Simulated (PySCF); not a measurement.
Computed IR spectrum (relative IR intensity) of a molecule CH2ClNOSi. Coordinates come from a PBE0-D3(BJ)/def2-SVP optimisation. Other conformers were not sampled. Level of theory: PBE0-D3(BJ)/def2-SVP (PySCF). Frequencies are harmonic and unscaled.

```
ν (cm⁻¹)  relative intensity
--------  ------------------
550                      4.1
626                      3.3
631                      5.9
643                      7.0
902                       23
957                      9.1
1557                     3.2
2285                     7.2
2291                     6.9
2491                     100
```

Task: Pick the molecule that these values belong to.
A) N#CO[SiH2]Cl
B) Cl[Si@H]1N=CO1
C) O=C=N[SiH2]Cl

Result: C, O=C=N[SiH2]Cl
